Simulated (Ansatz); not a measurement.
Geometry optimisation, RHF/def2-SVP in Ansatz.

The input (input.yaml):

```yaml
crystal:
  periodic: [false, false, false]
  atoms:
    - { symbol: Cl, position_ang: [-0.455, -2.0525, -1.082] }
    - { symbol: Si, position_ang: [0.2869, -0.1969, -0.6222] }
    - { symbol: C, position_ang: [0.0884, 0.3388, 1.0124] }
    - { symbol: "N", position_ang: [-0.8453, 0.7053, 0.4022] }
    - { symbol: H, position_ang: [0.4985, 0.6859, -1.8113] }
    - { symbol: H, position_ang: [-1.54792, 1.25629, 0.93543] }
basis:
  gaussian: { orbitals: def2-SVP }
hamiltonian:
  xc: hf
relax:
  f_tol: 0.02
  max_steps: 50
output:
  orbitals: {}
```

Run as:

```bash
$ ansatz run input.yaml --threads 1 --pin off --max-ram 2048MiB --backend cpu --events-out ev --progress --plain --runs-dir out
```

Problem. Where does it end, and by what steps?

Solution. The run converged. After 7 steps the energy has fallen by 1.333 eV; C3 moved furthest, 0.24 Å. The start is strongly strained (largest force component 10 eV/Å).

```
step  energy less start (eV)  largest force component (eV/Å)  accepted
   0                  0.0000                           9.609       yes
   1                 -1.0998                           2.262       yes
   2                 -1.2679                           1.051       yes
   3                 -1.3116                           0.976       yes
   4                 -1.3168                           0.331       yes
   5                 -1.3329                           0.087       yes
   6                 -1.3334                           0.029       yes
   7                 -1.3335                           0.009       yes
```

```xyz
6
Properties=species:S:1:pos:R:3
Cl -0.465 -2.033 -1.161
Si 0.125 -0.133 -0.643
C 0.278 0.431 1.133
N -0.836 0.712 0.489
H 0.568 0.574 -1.841
H -1.645 1.186 0.858
```

Whether the end is a true minimum wasn't checked by a vibrational analysis.

Run time: 11 s on 1 thread of Arm Neoverse V2, on a shared host, peak memory 0.15 GiB.
